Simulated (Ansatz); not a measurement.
Reaction (hydrogenolysis of the Sb–O bond): `C[O][Sb]([SiH3])[O]C` + H₂ → `C[O][SbH][SiH3]` + CH₃OH

Computed with Ansatz on PBE0-D4/def2-TZVP structures; ΔE is electronic, products minus reactants. CBS: MP2 limit from def2 TZ/QZ plus the TZ coupled-cluster correction, frozen cores. This one scheme is used for every species. Functionals use def2-TZVPP. HSE06 is defined as in plane-wave codes. Elements past krypton have def2 core potentials. For Sb outer-core shells are correlated without core-valence functions, which leaves a few kJ/mol of doubt a bond. One conformer a species, not always the lowest.

| level | ΔE (kJ/mol) | difference from CCSD(T)/CBS |
| --- | --- | --- |
| LDA (SPW92) | 3.0 | -7.7 |
| r2SCAN-D4 | 10.3 | -0.4 |
| HSE06-D4 | -1.8 | -12.5 |
| B2PLYP | 5.0 | -5.7 |
| PBE-QIDH | -3.7 | -14.4 |
| r2SCAN | 7.6 | -3.1 |
| r2SCANh | 2.6 | -8.1 |
| RPA@PBE/def2-TZVPP | 4.6 | -6.1 |
| HF/def2-SVP | -39.0 | -49.7 |
| HF/def2-TZVPP | -23.5 | -34.2 |
| CCSD(T)/CBS | 10.7 | 0 |

Largest T1 diagnostic among the species: 0.015.

In def2-TZVPP, CCSD(T) changes the Hartree–Fock value by +26.4 kJ/mol (the triples alone add +7.7 kJ/mol) and MP2 by +35.0 kJ/mol. From PBE to PBE0 (25 % exact exchange), in def2-TZVPP and without D4, ΔE moves by −11.6 kJ/mol. The D4 term adds +12.8 kJ/mol with B3LYP and +7.4 kJ/mol with PBE0; it sums over pairs of atoms, weighted by their polarisabilities, and B3LYP, whose exchange is more repulsive, gets the larger term.

B3LYP here is the variant with VWN-RPA as its local correlation; programs differ in this.
